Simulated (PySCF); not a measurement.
All values below come from PBE-D3(BJ)/def2-TZVP // PBE0-D3(BJ)/def2-TZVP run with PySCF. Isolated molecules, 0 K electronic values unless said otherwise. Delta-SCF ions had no search for a lower state. 

Reference species (SMILES): `[SbH3]` (neutral, multiplicity 1).

```
Property                                   Value
--------------------------------------  --------
HOMO–LUMO gap                            5.63 eV
HOMO                                    -6.51 eV
vertical ionisation energy (Delta-SCF)   9.85 eV
dipole moment                             0.35 D
```

Changed species: `Br`.

### Question
What does the change do to the HOMO–LUMO gap, HOMO, vertical ionisation energy (Delta-SCF) and dipole moment?

### Answer
the HOMO–LUMO gap goes up by 0.65 eV, to 6.28 eV; the HOMO drops by 0.90 eV, to -7.41 eV; the vertical ionisation energy (Delta-SCF) increases by 1.85 eV, to 11.70 eV; the dipole moment rises by 0.56 D, to 0.91 D.
